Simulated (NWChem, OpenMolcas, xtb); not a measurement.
**A ladder of methods for SnSiH4OF (SMILES [F][SnH][O][SiH3])**

SnSiH4OF: 8 atoms, total charge 0, spin state doublet. As SMILES, `[F][SnH][O][SiH3]`. The shape is that of a PBE0-D4/def2-TZVP optimisation. This is one conformer, not always the lowest.

Quantity: the vertical energy of the quartet above the doublet, in eV. The values are calculated.

```csv
level,kind,program,value (eV),CPU time (all runs)
GFN0-xTB,semi-empirical,xtb,5.88,under 2 s
UHF/def2-SVP (core potential),Hartree–Fock,NWChem,6.63,1.8 min
USVWN5/def2-SVP (core potential),LDA,OpenMolcas,6.18,1.7 min
UBLYP/def2-SVP (core potential),GGA,OpenMolcas,6.33,2.4 min
U-r2SCAN/def2-SVP (core potential),meta-GGA,OpenMolcas,6.53,2.6 min
UTPSS/def2-SVP (core potential),meta-GGA,OpenMolcas,6.44,3.1 min
UB3LYP/def2-SVP (core potential),global hybrid,OpenMolcas,6.70,2.1 min
UMP2/def2-SVP (core potential),perturbation theory,NWChem,7.75,2.4 min
```

Spin-orbit coupling, which can split open shells on such heavy atoms by tenths of an eV, is left out. The values span 5.88 to 7.75 eV. GFN0-xTB: no spin polarisation, so open shells miss the exchange term that lowers them. In the correlated wave-function rows the outer d shell of Sn is correlated, in sets not made for it. Times are those of the runs behind each value, whatever else they computed, on shared processors of several kinds: orders of magnitude only.
